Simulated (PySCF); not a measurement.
**Working out the ionisation energy of N+**

N+ [He] 2s2 2p2 (3P) → N(2+) [He] 2s2 2p1 (2P). All numbers are calculated (PySCF 2.14, no relativity, point nucleus, in aug-cc-pVDZ (4s3p2d, 23 functions)). Frozen: 1s2. Energies in hartree (1 hartree = 27.21139 eV):

```json
{"part": "UHF", "N+ (lower)": "-53.881265", "N(2+) (upper)": "-52.807269"}
{"part": "CCSD correlation", "N+ (lower)": "-0.077235", "N(2+) (upper)": "-0.074671"}
{"part": "(T)", "N+ (lower)": "-0.000872", "N(2+) (upper)": "-0.000563"}
```

Task: What does Hartree-Fock give?

Result: (-52.807269) − (-53.881265) = 1.073996 hartree = 29.225 eV.

Task: What do CCSD and CCSD(T) give?

Result: The CCSD correlation energies differ by 0.002564 hartree = 0.070 eV and the triples by 0.000309 hartree = 0.008 eV, so CCSD gives 29.295 eV and CCSD(T) 29.303 eV.

Reference: 29.601 eV (semi-empirical (NIST evaluation); NIST Atomic Spectra Database, ionization energies), between the lowest levels; spin-orbit coupling is absent from the calculation.

A double-zeta basis recovers only part of the correlation energy.

What remains against the reference includes basis incompleteness, the frozen core and higher excitations.
